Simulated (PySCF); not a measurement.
Si(I)2(OH)2 (H2I2O2Si), SMILES O[Si](O)(I)I.

Geometry optimised at PBE-D3(BJ)/def2-SVP. This is a generated structure with no PubChem entry under its InChIKey; it may be hypothetical. The def2 effective core potentials stand for the cores of I; spin–orbit coupling is left out. The values are those of a single conformer.

Method: PBE-D3(BJ)/def2-SVP (PySCF 2.14.0).

Frequencies are harmonic and unscaled.

Q: List the normal modes with their intensities. (Estimate from the structure and the level; the computed values follow.)

A: 
```tsv
mode	ν (cm⁻¹)	IR (km/mol)	moving atoms (share of kinetic energy)
1	73	5.3	I 74 %, O 13 %
2	123	47.3	O 49 %, H 41 %, I 9 %
3	174	27.9	H 76 %, O 16 %
4	197	4.5	O 59 %, Si 33 %
5	208	9.2	O 47 %, H 27 %, I 24 %
6	220	45.8	O 55 %, H 28 %, I 17 %
7	234	45.6	O 43 %, H 36 %, I 14 %
8	363	80.8	O 49 %, Si 42 %
9	422	201.6	Si 81 %, H 9 %
10	761	223.3	H 48 %, O 45 %
11	818	366.2	H 67 %, O 22 %, Si 10 %
12	847	19.7	H 43 %, O 32 %, Si 24 %
13	940	62.5	Si 44 %, O 41 %, H 16 %
14	3727	108.5	H 94 %
15	3729	72.0	H 94 %
```
